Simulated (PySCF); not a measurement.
C3H13NSi2, SMILES C[SiH2]N[C@H](C)[SiH3]. Coordinates come from a PBE-D3(BJ)/def2-SVP optimisation. The structure was generated by enumeration; whether it is a known compound was not checked. One conformer was computed; it need not be the lowest.

Computed equilibrium geometry at PBE-D3(BJ)/def2-SVP (PySCF confirms it by a frequency run) as Cartesian coordinates in Å (one conformer of several):
```xyz
19

C     -3.1608    -0.2709     0.4619
Si    -1.3037    -0.4596     0.7188
N     -0.5122     0.1689    -0.7149
C      0.9277     0.2603    -0.9536
C      1.5637    -1.0541    -1.4443
Si     1.8966     0.9712     0.5455
H     -3.7129    -0.6132     1.3604
H     -3.4274     0.7874     0.2692
H     -3.5098    -0.8812    -0.3965
H     -0.8288     0.3488     1.8983
H     -1.0040    -1.9094     1.0463
H     -1.0321     0.0000    -1.5839
H      1.0986     1.0358    -1.7395
H      2.6404    -0.9306    -1.6856
H      1.4733    -1.8528    -0.6790
H      1.0536    -1.4152    -2.3635
H      1.9507    -0.0145     1.6827
H      3.3076     1.2275     0.0848
H      1.2928     2.2605     1.0278
```
